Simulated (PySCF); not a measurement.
Structure problem from calculated spectra and properties.

Formula: CH9ClSi4.

| Item | Value |
| --- | --- |
| XPS | Si2p3/2 106.0, Si2p3/2 106.1, Si2p3/2 106.1, Si2p3/2 106.8, Cl2p3/2 205.4, C1s 290.2, Si1s 1845.7, Si1s 1845.7, Si1s 1845.8, Si1s 1846.6, Cl1s 2828.0 eV [ΔSCF SCAN, pcX-2 on the ionised atom, pcseg-1 elsewhere, spin-free X2C, 2p3/2 from a spin–orbit splitting computed afterwards within the 2p shell] |
| UV, strongest line | among the 10 lowest singlet transitions: S7 at 6.38 eV (194 nm, f = 0.171) [TDDFT wB97X-D/def2-SVPD] |
| 1H NMR | chemical shifts (computed TMS as zero) by class: 5.95 (1 H), 4.57 (1 H), 4.18 (1 H), 4.11 (1 H), 3.91 (1 H), 3.86 (1 H), 0.61 (3 H) ppm [GIAO B3LYP/pcSseg-1] |
| 13C NMR | chemical shifts (computed TMS as zero) by class: -7.4 (1 C) ppm [GIAO B3LYP/pcSseg-1] |
| Dipole | 1.52 D [wB97X-D/def2-SVPD] |
| Rotational structure | rotational constants A, B, C: 1.408, 1.038, 0.702 GHz [PBE0-D3(BJ)/def2-SVP] |
| NMR, other nuclei | isotropic shieldings of nuclei other than C and H, by class: 313 (1 Si), 366 (1 Si), 409 (1 Si), 427 (1 Si), 1015 (1 Cl) ppm [GIAO B3LYP/pcSseg-1] |
| Valence photoelectron | vertical ionisation energy: 9.00 eV [ΔSCF wB97X-D/def2-SVPD] |

The electronic properties come from PySCF, for the isolated species, density fitting. Levels stand in brackets. Geometry: PBE0-D3(BJ)/def2-SVP; no solvent, vibrations or thermal averaging. NMR classes are plain means over equivalent atoms (diastereotopic ones count apart unless rotation or inversion swaps them), as if these changed places fast.

Question: Give a SMILES that accounts for the data.

Answer: Numbering: `[CH3:1][Si@@H:2]1[SiH2:3][SiH2:4][Si@@H:5]1[Cl:6]`. Its formula, CH9ClSi4, gives 1 degree of unsaturation: 1 ring and 0 π bonds in the structure found. The one carbon: Si-methyl carbon [C1] (-7.4 ppm). Hydrogen classes from least to most shielded: 1 H on a chlorine-bound silicon, Si5 (5.95 ppm), 1 H on an SiH silicon, Si2 (4.57 ppm), 1 H on an SiH2 silicon, Si4 (4.18 ppm), 1 H on an SiH2 silicon, Si4 (4.11 ppm), 1 H on an SiH2 silicon, Si3 (3.91 ppm), 1 H on an SiH2 silicon, Si3 (3.86 ppm), 3 H on an Si-methyl carbon, C1 (0.61 ppm). The other shieldings belong to: 313 ppm, chlorine-bound silicon [Si5]; 366 ppm, SiH silicon [Si2]; 409 ppm, SiH2 silicon [Si4]; 427 ppm, SiH2 silicon [Si3]; 1015 ppm, silicon-bound chlorine [Cl6]. The core levels belong to: Si2p3/2 106.0 eV, SiH silicon [Si2]; Si2p3/2 106.1 eV, SiH2 silicon [Si3]; Si2p3/2 106.1 eV, SiH2 silicon [Si4]; Si2p3/2 106.8 eV, chlorine-bound silicon [Si5]; Cl2p3/2 205.4 eV, silicon-bound chlorine [Cl6]; C1s 290.2 eV, Si-methyl carbon [C1]; Si1s 1845.7 eV, SiH silicon [Si2]; Si1s 1845.7 eV, SiH2 silicon [Si3]; Si1s 1845.8 eV, SiH2 silicon [Si4]; Si1s 1846.6 eV, chlorine-bound silicon [Si5]; Cl1s 2828.0 eV, silicon-bound chlorine [Cl6]. The first electron is taken from the HOMO, whose largest Löwdin shares are 0.25 on the chlorine-bound silicon, 0.21 on the SiH silicon, 0.16 on an SiH2 silicon and 0.15 on the silicon-bound chlorine. The optimised geometry has point group C1 and is an asymmetric top. Structure: `C[Si@@H]1[SiH2][SiH2][Si@@H]1Cl`. Computed isomers that give other values at the same levels: `ClC[SiH]1[SiH2][SiH2][SiH2]1` (core binding energies: Si2p3/2 106.0, Si2p3/2 106.0 (×2), Si2p3/2 106.1, Cl2p3/2 205.9, C1s 291.7, Si1s 1845.7, Si1s 1845.7 (×2), Si1s 1845.8, Cl1s 2828.5 eV). The assignments are read from this structure; whether some other isomer fits the data as well wasn't checked. The mirror image fits equally.
